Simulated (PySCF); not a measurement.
Two species compared at the same levels of theory.

First species: C5H7F3O.
Structure used (PBE0-D3(BJ)/def2-SVP), in Å, numbered top down from 1:
```xyz
16
C5H7F3O angstrom
C     -2.470   -0.027    0.167
C     -1.213   -0.448   -0.576
C      0.046    0.144    0.029
C      1.304   -0.247   -0.687
O      1.368   -0.954   -1.654
C      2.607    0.330   -0.085
F      2.755   -0.106    1.171
F      3.669   -0.020   -0.782
F      2.542    1.665   -0.045
H     -2.441   -0.346    1.222
H     -2.596    1.068    0.158
H     -3.370   -0.468   -0.287
H     -1.274   -0.151   -1.635
H     -1.123   -1.546   -0.586
H      0.167   -0.148    1.089
H      0.009    1.249    0.050
```

Second species: CH7BN2O.
SMILES: `NB(CO)N`

Levels: CAM-B3LYP/def2-SVPD for dipole moment, HOMO energy, LUMO energy, HOMO–LUMO gap, static isotropic polarisability and electronic spatial extent ⟨r²⟩ about the centre of nuclear charge; TDDFT CAM-B3LYP/def2-SVPD for lowest singlet excitation; PBE0-D3(BJ)/def2-SVP for rotational constant A and rotational constant C. Geometries: PBE0-D3(BJ)/def2-SVP. All species are isolated and taken at one optimised geometry, non-relativistic unless stated. Electronic properties by PySCF.

Dipoles, sizes and rotational constants follow the conformer. The torsions of the flexible species, by atom-mapped SMILES:
- `[CH3:1][CH2:2][CH2:3][C:4](=[O:5])[C:6]([F:7])([F:8])[F:9]`: C1–C2–C3–C4 180°, C2–C3–C4–O5 0°, C3–C4–C6–F7 61°
- `[NH2:1][B:2]([NH2:3])[CH2:4][OH:5]`: N1–B2–C4–O5 -163°, H–N1–B2–N3 4°, H–N1–B2–N3 -177°, H–N3–B2–N1 -173°, H–N3–B2–N1 -3°, H–O5–C4–B2 58°

| property | column X | column Y |
| --- | --- | --- |
| dipole moment | 2.58 D | 2.95 D |
| HOMO energy | -8.52 eV | -9.83 eV |
| LUMO energy | 0.71 eV | -0.40 eV |
| HOMO–LUMO gap | 9.23 eV | 9.43 eV |
| lowest singlet excitation | 6.12 eV | 4.38 eV |
| static isotropic polarisability | 49.4 au | 65.9 au |
| electronic spatial extent ⟨r²⟩ about the centre of nuclear charge | 484 bohr² | 1469 bohr² |
| rotational constant A | 8.310 GHz | 3.165 GHz |
| rotational constant C | 2.585 GHz | 0.782 GHz |

Q: Which column belongs to which species?

A: Column X is the second species and column Y the first. The first has 16 atoms and 72 electrons, the second 12 and 40.

Q: How does each property change from the first species to the second?

A: dipole moment -0.37 D; HOMO energy +1.31 eV; LUMO energy +1.11 eV; HOMO–LUMO gap -0.20 eV; lowest singlet excitation +1.74 eV; static isotropic polarisability -16.5 au; electronic spatial extent ⟨r²⟩ about the centre of nuclear charge -985 bohr²; rotational constant A +5.145 GHz; rotational constant C +1.803 GHz.

On the first: The principal polarisabilities are 55.6, 66.3 and 75.8 au; their mean is the isotropic value. In atomic units the dipole is 1.16 e·bohr (1 au = 2.5417 D).

On the second: In wavenumbers S1 is 49400 cm⁻¹ (1 eV = 8065.54 cm⁻¹).
